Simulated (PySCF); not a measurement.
C₆H₅S (doublet state).
Geometry (GFN2-xTB, Å), atoms numbered from 1 in this order:
```xyz
12
C6H5S angstrom
C     -1.2722   -0.3844    0.6135
C     -0.9844    0.6900   -0.3877
S     -2.2410    1.6828   -0.8684
C      0.3030    0.8664   -0.8862
C      1.3642    0.0929   -0.4992
C      2.6892   -0.4316   -0.6737
C      1.9279   -0.8224    0.3966
H     -0.7836   -0.1454    1.5587
H     -0.8891   -1.3426    0.2634
H     -2.3418   -0.4682    0.7879
H      0.4751    1.6460   -1.6140
H      1.7538   -1.3841    1.2830
```

As a line formula: `CC(=S)/C=C1[C]=C/1` [radical].

Theory: UKS B3LYP, pcH-1 on C H S, non-relativistic, mean-field spin-orbit, GIAO (PySCF). Geometry: GFN2-xTB, one conformer, isolated molecule. A GFN2-xTB geometry isn't a minimum of the functional, and hyperfine couplings can be far from their values at a DFT geometry, by a factor of two or more for some ions and for spin on atoms past the first row. The frame is twisted about the C4–C5 bond at this geometry (dihedral C2–C4–C5–C7 = -15°); couplings at other torsion angles weren't computed.

Output of the driver script. The program numbers atoms from 0.

```
UKS, coarse grid
  cycle   1  E = -629.59853815  |g| = 2.89e-01
  cycle   2  E = -629.16785417  |g| = 7.57e-01
  cycle   3  E = -629.60570252  |g| = 2.50e-01
  cycle   4  E = -629.64057301  |g| = 1.50e-01
  cycle   5  E = -629.65354566  |g| = 5.97e-02
  cycle   6  E = -629.65554204  |g| = 3.21e-02
  cycle   7  E = -629.65613551  |g| = 2.09e-02
  cycle   8  E = -629.65645727  |g| = 1.38e-02
  cycle   9  E = -629.65669349  |g| = 7.35e-03
  cycle  10  E = -629.65678918  |g| = 3.06e-03
  cycle  11  E = -629.65681490  |g| = 2.00e-03
  cycle  12  E = -629.65682835  |g| = 8.80e-04
  cycle  13  E = -629.65683708  |g| = 8.08e-04
UKS, final grid
  cycle   1  E = -629.65681541  |g| = 9.62e-04
  cycle   2  E = -629.65681685  |g| = 1.95e-03
  cycle   3  E = -629.65681928  |g| = 4.79e-04
  cycle   4  E = -629.65682063  |g| = 4.94e-04
  cycle   5  E = -629.65682490  |g| = 5.31e-04
  cycle   6  E = -629.65682761  |g| = 2.81e-04
  cycle   7  E = -629.65682775  |g| = 9.23e-05
  cycle   8  E = -629.65682776  |g| = 5.84e-05
  cycle   9  E = -629.65682778  |g| = 7.26e-05
  cycle  10  E = -629.65682778  |g| = 2.50e-05
E = -629.65682778 Eh   <S^2> = 0.7872 (exact 0.7500)
g shifts (ppm)      1          2          3
  rmc          -186       -186       -186
  gc             -4         34         23
  oz_so         564       6733     175771
  total         377       6581     175612
hyperfine (MHz)  atom isotope    a_iso     a_fc   dipolar eigenvalues
    0   13C       2.08       2.08     -1.34      0.07      1.26
    1   13C     -20.74     -20.74    -20.45      8.14     12.32
    2   33S       9.45       9.45    -43.82    -41.09     84.91
    3   13C      25.66      25.66    -26.23    -25.08     51.31
    4   13C     -19.05     -19.05    -26.60     -2.83     29.43
    5   13C     145.91     145.91    -34.57    -21.11     55.68
    6   13C       1.12       1.12    -16.47    -11.80     28.27
    7    1H     -16.03     -16.03     -1.57      0.02      1.55
    8    1H      -6.93      -6.93     -1.55     -0.38      1.93
    9    1H      -0.82      -0.82     -1.74     -0.41      2.15
   10    1H      -2.61      -2.61     -8.99     -2.87     11.85
   11    1H       1.57       1.57     -6.88     -1.75      8.62
```

Q: The SCF converged. Why should these EPR parameters still be doubted?

A: The largest g shift is +0.176, past the limit of 0.03 at which the run flags a species of elements up to argon. The orbital-Zeeman/spin–orbit term is second order, a sum of spin–orbit matrix elements over excitation energies, so it grows and becomes less reliable as an excited state comes close; a shift this large should be checked with a method that treats spin–orbit coupling variationally or among several states. The contact and dipolar couplings don't rest on that expansion, but they belong to the state that the SCF found, and a close-lying state with the spin in another orbital would have other couplings; no stability test was run. The run left out the spin–orbit part of the hyperfine coupling.

Q: Where is the spin in this solution (atoms counted from 1)?

A: Largest spin populations (Mulliken): S3 (+0.46), C4 (+0.32), C6 (+0.24) and C2 (-0.15). Three atoms exceed +0.15. The positive populations add up to 1.17 and the negative ones to -0.17, together 2S = 1. The unrestricted determinant has ⟨S²⟩ = 0.7872 (exact 0.7500), 5.0 % above the value of a pure doublet state. C6, the radical centre as drawn in `CC(=S)/C=C1[C]=C/1`, holds a spin population of +0.24 out of 1.

Q: Average a_iso over equivalent nuclei, turn it into first-order splittings with g = 2.0023, and give the multiplets for abundant isotopes (0.05 mT or more).

A: 
| nuclei (from 1) | isotope | I | position | a_iso (MHz) | \|a\| (mT) | splits into |
| --- | --- | --- | --- | --- | --- | --- |
| H8/H9/H10 | 1H | 1/2 | 3 bonds from C4 | -7.9 | 0.28 | 1:3:3:1 quartet |
| H11 | 1H | 1/2 | 1 bond from C4 | -2.6 | 0.09 | 1:1 doublet |
| H12 | 1H | 1/2 | 3 bonds from C4, on C7 of spin population +0.13 | 1.6 | 0.06 | 1:1 doublet |

Nuclei that the bonding pattern makes equivalent are averaged, as if the motion that swaps them (rotation, inversion, ring flip) were fast. The three 1H nuclei of mean -7.9 MHz run from -16.0 to -0.8 MHz in the frozen geometry. Main spin sites, with 60 % or more of the largest population: S3, C4; positions count bonds from the nearest.

Hardware: one thread of an Arm Neoverse V1, shared host. Cost: 54 s (with the writing of density and orbital grids), 0.83 GiB resident at most.
